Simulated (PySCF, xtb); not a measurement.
Se(Cl)(NMe2) (C2H6ClNSe), SMILES CN(C)[Se]Cl.

GFN2-xTB (xtb 6.7.1) at its own geometry gives an orbital gap of 3.08 eV and a dipole moment of 3.20 D.

Coordinates come from a B3LYP-D3(BJ)/def2-SVP optimisation. One conformer was computed; it need not be the lowest.

Task: What does PBE/def2-TZVP run with PySCF give? (An estimate is asked for; the answer gives what the named calculation found.)

Result: gap 2.61 eV (levels -5.39 and -2.78 eV), dipole 3.17 D.
